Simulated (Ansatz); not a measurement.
`CCC[BH][AlH2]` + HCl → `[AlH2][BH]Cl` + propane at 500 K and 1 bar (ligand exchange at a B–C bond).

Calculated with Ansatz (gas phase, PBE0-D4/def2-TZVP geometries, no zero-point term in ΔE). CCSD(T)/CBS is the MP2 limit (def2-TZVPP, def2-QZVPP) plus CCSD(T) − MP2 in def2-TZVPP, frozen cores. This one scheme is used for every species. Each species was taken in one conformer, which may not be the lowest.

```tsv
species	CCSD(T)/CBS energy (Eh)	H − E (kJ/mol)	S (J/(mol·K))
`CCC[BH][AlH2]`	-386.93907	366.4	453.2
HCl	-460.38127	32.5	201.9
`[AlH2][BH]Cl`	-728.37691	102.2	350.1
`CCC`	-118.98051	304.1	314.1
```

H − E and S are ideal-gas, rigid-rotor, harmonic terms from PBE0-D4/def2-TZVP, for one conformer and one mirror image of each species. 1 Eh = 2625.50 kJ/mol, R = 8.31446 J/(mol·K).

Question: By hand: ΔE, ΔH, ΔS and ΔG.

Answer: ΔE = (-728.37691) + (-118.98051) − (-386.93907) − (-460.38127) = -0.03708 Eh = -97.4 kJ/mol. Δ(H − E) = 102.2 + 304.1 − 366.4 − 32.5 = 7.4, so ΔH = -90.0 kJ/mol. ΔS = 350.1 + 314.1 − 453.2 − 201.9 = 9.1 J/(mol·K). ΔG = -90.0 − 500 × (9.1)/1000 = -94.5 kJ/mol.

Question: By hand: the equilibrium constant, and the temperature at which ΔG would vanish if ΔH and ΔS stayed fixed.

Answer: log₁₀ K = −ΔG/(RT ln 10) = 9.9. ΔH and −TΔS have one sign here, so there is no such temperature.

The number of gas molecules stays the same, so ΔS is small and ΔH decides. A doubt of 5 kJ/mol in ΔE shifts log₁₀ K by 0.5 here. Other conformers and mirror images would add mixing entropy, several J/(mol·K) or more a flexible species. Modes under 60 cm⁻¹, often nearly free rotors, make the harmonic entropy too high. These are equilibria of isolated gas molecules and say nothing of rates. Largest T1 diagnostic: 0.013 (customary marks: 0.02 for closed shells, 0.045 for open ones).

ΔS is within the doubt of such terms, so its sign, and with it that verdict, could turn.
